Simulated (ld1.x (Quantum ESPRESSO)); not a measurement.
## An all-electron radial function and its pseudo partner (silicon)

Columns: radius, all-electron u(r) and pseudo u(r) of the 3p shell (level -11.66 eV) of silicon in the configuration [Ne] 3s2 3p1; PBE, scalar-relativistic, TM scheme, ld1.x (Quantum ESPRESSO) 7.5.

```tsv
r (bohr)	all-electron	pseudo
0.098	0.1126	-0.0040
0.195	0.2398	-0.0159
0.292	0.2933	-0.0353
0.390	0.2784	-0.0623
0.488	0.2170	-0.0960
0.585	0.1305	-0.1354
0.682	0.0324	-0.1799
0.780	-0.0692	-0.2290
0.878	-0.1673	-0.2811
0.975	-0.2575	-0.3344
1.072	-0.3391	-0.3880
1.170	-0.4120	-0.4409
1.268	-0.4752	-0.4909
1.365	-0.5286	-0.5363
1.463	-0.5734	-0.5767
1.560	-0.6093	-0.6104
1.658	-0.6372	-0.6374
1.755	-0.6572	-0.6573
1.852	-0.6704	-0.6704
1.950	-0.6774	-0.6774
2.047	-0.6788	-0.6788
2.145	-0.6754	-0.6754
2.242	-0.6678	-0.6678
2.340	-0.6567	-0.6567
2.438	-0.6426	-0.6426
2.535	-0.6262	-0.6262
```

How many radial nodes do the two functions have?

The all-electron 3p function has n − l − 1 = 1; the pseudo-wave has 0, since the states of the same l below it are removed with the core.

At about which radius was the pseudo-wave matched?

1.95 bohr. The columns agree to 0.0005 from 1.66 bohr on; several derivatives are matched, so the curves merge somewhat inside the radius.

Is the pseudo-wave norm-conserving?

Yes: the TM scheme keeps the norm inside the radius equal to the all-electron one, which fixes the energy derivative of the logarithmic derivative at the level.
